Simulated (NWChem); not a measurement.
System: C3HF4, doublet; SMILES [CH]=C(F)C(F)(F)F

```xyz
8

C     -1.3511    -1.5399     0.0001
C     -0.1789    -0.9511    -0.0003
F      0.9786    -1.6015     0.0001
C      0.0282     0.5478    -0.0001
F      0.7214     0.9269    -1.0707
F      0.7079     0.9287     1.0786
F     -1.1396     1.1834    -0.0078
H     -2.4038    -1.2780    -0.0001
```
Atoms are numbered in this order, from 1.

All runs: NWChem. Pople sets run with spherical d functions. Spin-unrestricted. Geometry: optimised at PBE0/def2-SVP, spin-unrestricted. No stability test was run on the SCF state. Level B3LYP/6-31G*: single points from the atomic guess with DIIS by default; each run changes one setting, and all converged runs end within 0.3 mHa of each other.

Question: Which setting needs the most SCF iterations, or fails (defaults; occupation smearing of 0.005 Ha; DIIS on 3 Fock matrices; level shift of 0.5 Ha throughout; no DIIS, 40 % damping; no level shifting)?

Answer: no DIIS, 40 % damping, with 23 against 12 for the defaults.
```csv
setting,SCF iterations
defaults,12
occupation smearing of 0.005 Ha,12
"no DIIS, 40 % damping",23
no level shifting,12
level shift of 0.5 Ha throughout,16
DIIS on 3 Fock matrices,12
```
